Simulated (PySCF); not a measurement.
**Single point on TlCd⁺**

State: ¹Σ⁺ (singlet), closed shell.

An equivalent input (the run itself took its basis sets from the Basis Set Exchange, started from a PBE0 density and held the occupation σ 8α 8β, πx 4α 4β, πy 4α 4β, δx 2α 2β, δy 2α 2β):

```python
from pyscf import gto, scf, cc
mol = gto.M(atom='Tl 0 0 0; Cd 0 0 3.289', basis={'Tl': 'def2-SVP', 'Cd': 'def2-SVP'}, ecp={'Tl': 'def2-SVP', 'Cd': 'def2-SVP'},
            charge=1, spin=0, verbose=4, symmetry='C2v')
mf = scf.RHF(mol)
mf.irrep_nelec = {'A1': 20, 'A2': 4, 'B1': 8, 'B2': 8}
mf.conv_tol = 1e-9
mf.max_cycle = 60
mf.diis_space = 10
mf.kernel()
mycc = cc.CCSD(mf, frozen=[0, 2, 3, 4, 55, 56])
mycc.run(conv_tol=1e-7, conv_tol_normt=1e-5, max_cycle=80, diis_space=8)
et = mycc.ccsd_t()
```

The SCF ended at -338.18654437 hartree. The coupled-cluster part of the log:

```
******** <class 'pyscf.cc.ccsd.CCSD'> ********
CC2 = 0
CCSD nocc = 16, nmo = 51
frozen orbitals [0, 2, 3, 4, 55, 56]
max_cycle = 80
direct = 0
conv_tol = 1e-07
conv_tol_normt = 1e-05
diis_space = 8
diis_start_cycle = 0
diis_start_energy_diff = 1e+09
Init t2, MP2 energy = -338.60033528469  E_corr(MP2) -0.413790919035777
Init E_corr(CCSD) = -0.413790919036999
cycle = 1  E_corr(CCSD) = -0.400114210266932  dE = 0.0136767088  norm(t1,t2) = 0.0646406
cycle = 2  E_corr(CCSD) = -0.410657408937967  dE = -0.0105431987  norm(t1,t2) = 0.0212471
cycle = 3  E_corr(CCSD) = -0.411956143559589  dE = -0.00129873462  norm(t1,t2) = 0.00985363
cycle = 4  E_corr(CCSD) = -0.413115948500583  dE = -0.00115980494  norm(t1,t2) = 0.00299636
cycle = 5  E_corr(CCSD) = -0.413097300749823  dE = 1.86477508e-05  norm(t1,t2) = 0.00100123
cycle = 6  E_corr(CCSD) = -0.413049634460687  dE = 4.76662891e-05  norm(t1,t2) = 0.000384578
cycle = 7  E_corr(CCSD) = -0.413048114125064  dE = 1.52033562e-06  norm(t1,t2) = 0.000108138
cycle = 8  E_corr(CCSD) = -0.413052339457646  dE = -4.22533258e-06  norm(t1,t2) = 3.17092e-05
cycle = 9  E_corr(CCSD) = -0.413052735454094  dE = -3.95996448e-07  norm(t1,t2) = 1.1573e-05
cycle = 10  E_corr(CCSD) = -0.413052373544822  dE = 3.61909271e-07  norm(t1,t2) = 3.91109e-06
cycle = 11  E_corr(CCSD) = -0.413052523972675  dE = -1.50427853e-07  norm(t1,t2) = 1.4145e-06
cycle = 12  E_corr(CCSD) = -0.413052504121222  dE = 1.98514531e-08  norm(t1,t2) = 4.70993e-07
CCSD converged
E(CCSD) = -338.5995968697754  E_corr = -0.413052504121222
CCSD(T) correction = -0.0106002672621196
```

T1 diagnostic 0.011, D1 0.049, 32 electrons correlated, 2 of the virtual orbitals (those above 20 hartree) left out.

Repeating this along the bond gives Re = 3.314 Å and ωe = 64.6 cm⁻¹.

A point of this curve took 7.5 CPU seconds beside 0.27 for the integrals, on Arm Neoverse V1 (shared host).

Correlated steps freeze 4 core orbitals. Spin–orbit coupling is left out.
